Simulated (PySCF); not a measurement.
**C3H13NSi2**

The system: C3H13NSi2, a small molecule; neutral, singlet. The structure, one conformer, was relaxed in the gas phase by PBE0-D3(BJ)/def2-SVP. No frequency run checks that it is a minimum.

SMILES: C[Si](C)(C)N[SiH3]

Coordinates in Å:
```
C1     -1.153    0.264   -1.430
Si2     0.141   -0.419   -0.253
C3     -0.625   -1.786    0.784
C4      1.620   -1.084   -1.200
N5      0.718    0.888    0.769
Si6    -0.179    2.190    1.480
H7     -1.548   -0.531   -2.082
H8     -0.727    1.051   -2.071
H9     -2.007    0.697   -0.884
H10    -1.469   -1.395    1.375
H11    -1.006   -2.608    0.157
H12     0.109   -2.207    1.489
H13     2.397   -1.465   -0.517
H14     2.072   -0.301   -1.829
H15     1.321   -1.916   -1.858
H16     1.715    0.880    0.966
H17    -1.601    1.756    1.653
H18     0.396    2.540    2.816
H19    -0.195    3.448    0.663
```

Shieldings: GIAO PBE0/pcSseg-1. Shifts are against computed references at the same level: C TMS (σ 184.4 ppm), H TMS (σ 31.27 ppm), Si TMS (σ 352.0 ppm). Core levels by delta-SCF with SCAN, pcX-2 on the ionised atom and pcseg-1 elsewhere, spin-free X2C (2p3/2 is the spin-free 2p value less a third of a first-order spin-orbit splitting); from the vacuum level, for chosen atoms.

**Question.** Give the NMR and core-level values of the distinct atoms.

**Answer.** 
| atoms | bonded to | σ (ppm) | δ (ppm) | core level (eV) |
| --- | --- | --- | --- | --- |
| C1 | 1 Si + 3 H | 184.1 | 0.3 | 1s 289.85 |
| Si2 | 3 C + 1 N | 343.1 | 8.9 | 2p3/2 106.17 |
| C3 | 1 Si + 3 H | 182.0 | 2.4 | 1s 289.75 |
| C4 | 1 Si + 3 H | 183.5 | 1.0 | 1s 289.94 |
| N5 | 2 Si + 1 H | 254.0 | - | 1s 403.75 |
| Si6 | 1 N + 3 H | 410.4 | -58.4 | - |
| H7 H8 H9 | 1 C | 31.08 | 0.19 | - |
| H10 H11 H12 | 1 C | 31.18 | 0.08 | - |
| H13 H14 H15 | 1 C | 31.19 | 0.08 | - |
| H16 | 1 N | 31.88 | -0.61 | - |
| H17 H18 H19 | 1 Si | 26.64 | 4.63 | - |

Values are those of this one static structure, with the three H of a rotating XH3 group averaged; atoms that internal rotation interchanges would show their mean in an NMR spectrum.

**Question.** By CAM-B3LYP/def2-SVPD (TDDFT singlets, Tamm-Dancoff triplets, ionisation by delta-SCF), where does absorption start, and what does vertical ionisation take?

**Answer.** The lowest singlet lies at 6.25 eV (f 0.016), the strongest of the first 6 at 7.83 eV (f 0.067), the lowest triplet at 5.94 eV; vertical ionisation takes 9.05 eV.
